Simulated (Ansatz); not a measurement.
Consider the hydrogenolysis of a B–C bond: `BB[CH2][InH2]` + H₂ → `BB` + `[CH3][InH2]`.

Calculated with Ansatz (gas phase, PBE0-D4/def2-TZVP geometries, no zero-point term in ΔE). CCSD(T)/CBS adds triple-zeta CCSD(T) − MP2 to the extrapolated MP2 energy (def2 sets, frozen cores). This one scheme is used for every species. Functionals use def2-TZVPP. HSE06 is defined as in plane-wave codes. def2 core potentials past Kr. For In outer-core shells are correlated without core-valence functions, which leaves a few kJ/mol of doubt a bond. Each species was taken in one conformer, which may not be the lowest.

| level | ΔE (kJ/mol) | difference from CCSD(T)/CBS |
| --- | --- | --- |
| r2SCAN-D4 | 34.9 | -1.6 |
| r2SCANh-D4 | 32.3 | -4.2 |
| ωB97X-V | 15.9 | -20.6 |
| ωB97M-V | 25.1 | -11.4 |
| B2PLYP | 15.8 | -20.7 |
| r2SCAN | 32.8 | -3.7 |
| HSE06 | 23.4 | -13.1 |
| LC-ωPBE | 13.5 | -23.0 |
| RPA@PBE/def2-TZVPP | 28.8 | -7.7 |
| HF/def2-SVP | -35.7 | -72.2 |
| MP2/def2-SVP | 29.4 | -7.1 |
| CCSD/def2-SVP | 14.1 | -22.4 |
| SCS-MP2/def2-TZVPP | 23.8 | -12.7 |
| CCSD/def2-TZVPP | 17.6 | -18.9 |
| MP2/def2-QZVPP | 42.5 | 6.0 |
| SCS-MP2/def2-QZVPP | 27.5 | -9.0 |
| CCSD(T)/CBS | 36.5 | 0 |

Largest T1 diagnostic among the species: 0.014.

The D4 term adds +13.7 kJ/mol with B3LYP and +7.3 kJ/mol with PBE0; it sums over pairs of atoms, weighted by their polarisabilities, and B3LYP, whose exchange is more repulsive, gets the larger term. From r2SCAN to r2SCAN0 (25 % exact exchange), in def2-TZVPP and without D4, ΔE moves by −6.8 kJ/mol.

CCSD(T)/CBS has its own doubt, a few kJ/mol and more with outer-core shells, so smaller differences from it don't rank the levels.

B3LYP here is the variant with VWN-RPA as its local correlation; programs differ in this.
